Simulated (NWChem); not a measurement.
Molecule: SbH₃O₂; SMILES [OH][SbH][OH]

```xyz
6

Sb    -0.3414     0.0074     0.0269
H     -0.4936    -0.0764    -1.6913
O      0.9512    -1.5098    -0.0413
H      1.1395    -1.8175     0.8537
O      0.9459     1.5184     0.0570
H      1.5888     1.4485    -0.6603
```
Atoms are numbered in this order, from 1.

Computed with NWChem. Coordinates come from a PBE0/def2-SVP optimisation. def2 effective core potentials on Sb; no spin-orbit coupling. Ions are spin-unrestricted doublets at the neutral geometry; other ion states weren't tried. Functional: LC-ωPBE (HJS hole) with def2-SVP; rows give the range parameter ω in 1/bohr.

**Question.** At which range parameter does −ε(HOMO) equal the ΔSCF ionisation energy (optimal tuning)?

**Answer.** about 0.39 per bohr, by linear interpolation in these runs:
```json
[
 {"range parameter (1/bohr)": "0.15", "vertical ionisation energy, ΔSCF (eV)": "9.60", "−ε(HOMO) (eV)": "8.27", "ΔSCF minus −ε(HOMO) (eV)": "1.33"},
 {"range parameter (1/bohr)": "0.20", "vertical ionisation energy, ΔSCF (eV)": "9.68", "−ε(HOMO) (eV)": "8.77", "ΔSCF minus −ε(HOMO) (eV)": "0.91"},
 {"range parameter (1/bohr)": "0.25", "vertical ionisation energy, ΔSCF (eV)": "9.77", "−ε(HOMO) (eV)": "9.18", "ΔSCF minus −ε(HOMO) (eV)": "0.59"},
 {"range parameter (1/bohr)": "0.40", "vertical ionisation energy, ΔSCF (eV)": "10.02", "−ε(HOMO) (eV)": "10.05", "ΔSCF minus −ε(HOMO) (eV)": "-0.03"},
 {"range parameter (1/bohr)": "0.60", "vertical ionisation energy, ΔSCF (eV)": "10.23", "−ε(HOMO) (eV)": "10.65", "ΔSCF minus −ε(HOMO) (eV)": "-0.42"}
]
```
